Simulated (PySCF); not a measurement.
**Electron correlation in O (oxygen, neutral)**

[He] 2s2 2p4, high-spin 3P determinant. All numbers are calculated (PySCF 2.14, scalar relativity by spin-free X2C-1e, in cc-pVDZ-DK (3s2p1d, 14 functions)). Frozen: 1s2; 6 electrons correlated.

MP2 pair energies summed by pair of shells (mhartree):

```csv
pair,energy,share (%)
2p-2p,-49.29,48.3
2s-2p,-44.91,44.0
2s-2s,-7.83,7.7
```

Total MP2 correlation energy: -102.03 mhartree.

Same-spin part -26.07 and opposite-spin part -75.96 mhartree; SCS-MP2 scales them by 1/3 and 6/5 to -99.84 mhartree.

| level | correlation energy (mhartree) |
| --- | --- |
| CCSD | -117.10 |
| (T) | -0.75 |
| CCSD(T) | -117.85 |

Diagnostics: T1 = 0.0033, D1 = 0.0071, largest double amplitude 0.054.

Is a single reference adequate?

Yes: T1 lies below 0.03 and no double amplitude reaches 0.07.
